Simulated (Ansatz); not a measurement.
Relaxation of C2H5BF2OS (12 atoms, charge 0, multiplicity 1), to a largest force component of 0.02 eV/Å in at most 40 steps.

Computed with UKS PBE-D4/STO-3G (Ansatz 0.2.0).

```xyz
12
Properties=species:S:1:pos:R:3:forces:R:3
O -1.516 0.494 0.856 -4.74 1.72 3.71
C -0.530 0.157 -0.020 1.90 -2.44 -1.67
B -0.015 -1.265 0.433 1.81 -1.53 0.37
S 0.045 -2.725 -0.733 -1.85 -0.05 1.16
C 0.597 1.197 -0.004 2.02 1.50 1.11
F 0.100 2.450 -0.382 -0.47 0.75 -0.38
F 1.642 0.844 -0.845 0.95 -0.36 -0.97
H -2.070 1.232 0.355 0.47 -0.32 0.33
H -0.904 0.079 -1.019 -0.43 0.00 -2.25
H 0.470 -1.401 1.555 -0.84 0.22 -0.85
H 1.234 -2.426 -1.222 1.48 0.67 -0.52
H 1.025 1.309 1.059 -0.30 -0.16 -0.05
```

Q: Where does it end, and by what steps?

A: The forces met the threshold. Limits of this set-up: minimal basis. After 28 steps the energy has fallen by 3.184 eV; F7 moved furthest, 1.76 Å. Joined: O1–B3.

| step | energy less start (eV) | largest force component (eV/Å) | accepted |
| --- | --- | --- | --- |
| 0 | 0.0000 | 4.744 | yes |
| 1 | -0.7800 | 1.195 | yes |
| 2 | -1.0850 | 2.031 | yes |
| 3 | -1.5252 | 1.576 | yes |
| 4 | -1.9012 | 1.537 | yes |
| 5 | -2.0671 | 0.889 | yes |
| 6 | -2.2061 | 0.788 | yes |
| 7 | -2.2652 | 1.255 | yes |
| 8 | -2.3123 | 0.439 | yes |
| 9 | -2.3262 | 0.390 | yes |
| 10 | -2.3459 | 0.156 | yes |
| 11 | -2.3510 | 0.234 | yes |
| 12 | -2.3574 | 0.157 | yes |
| 13 | -2.3585 | 0.392 | yes |
| 14 | -2.3677 | 0.205 | yes |
| 15 | -2.3753 | 0.149 | yes |
| 16 | -2.3899 | 0.318 | yes |
| 17 | -2.3978 | 0.959 | yes |
| 18 | -2.4250 | 0.759 | yes |
| 19 | -2.5021 | 0.346 | yes |
| 20 | -2.6184 | 0.458 | yes |
| 21 | -2.8399 | 1.188 | yes |
| 22 | -3.0849 | 0.924 | yes |
| 23 | -3.1388 | 0.481 | yes |
| 24 | -3.1673 | 0.234 | yes |
| 25 | -3.1740 | 0.310 | yes |
| 26 | -3.1829 | 0.126 | yes |
| 27 | -3.1840 | 0.036 | yes |
| 28 | -3.1842 | 0.012 | yes |

```xyz
12
Properties=species:S:1:pos:R:3
O -1.269 -0.083 -0.156
C 0.219 0.003 -0.510
B -0.168 -1.130 0.527
S -0.345 -2.878 0.125
C 0.701 1.412 0.033
F -0.408 1.821 0.929
F 0.834 2.398 -0.939
H -1.226 0.787 0.512
H 0.391 -0.126 -1.601
H -0.023 -0.876 1.667
H -0.259 -2.734 -1.235
H 1.630 1.350 0.682
```

Whether the end is a true minimum wasn't checked by a vibrational analysis.

Time of the run: 61 s on 1 thread of AMD EPYC 9R45 96-Core Processor (Zen 5), on a shared host, peak memory 0.23 GiB.
